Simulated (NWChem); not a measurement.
Species: TiO2; SMILES [O]=[Ti]=[O]

Results from NWChem. Pople sets run with spherical d functions. The geometry was optimised at PBE0/def2-SVP. Static field.

```json
[
 {"level": "Hartree-Fock/6-31G*", "basis functions": "62", "isotropic polarisability (bohr³)": "22.6", "anisotropy (bohr³)": "19.1"},
 {"level": "Hartree-Fock/def2-SVP", "basis functions": "59", "isotropic polarisability (bohr³)": "…", "anisotropy (bohr³)": "…"},
 {"level": "Hartree-Fock/def2-SVPD", "basis functions": "80", "isotropic polarisability (bohr³)": "29.2", "anisotropy (bohr³)": "21.4"},
 {"level": "Hartree-Fock/def2-TZVP", "basis functions": "107", "isotropic polarisability (bohr³)": "26.9", "anisotropy (bohr³)": "20.6"},
 {"level": "Hartree-Fock/def2-TZVPD", "basis functions": "128", "isotropic polarisability (bohr³)": "30.4", "anisotropy (bohr³)": "20.9"}
]
```

Q: Complete the blanks.

A: 
- Hartree-Fock/def2-SVP, isotropic polarisability (bohr³): 21.7
- Hartree-Fock/def2-SVP, anisotropy (bohr³): 18.0
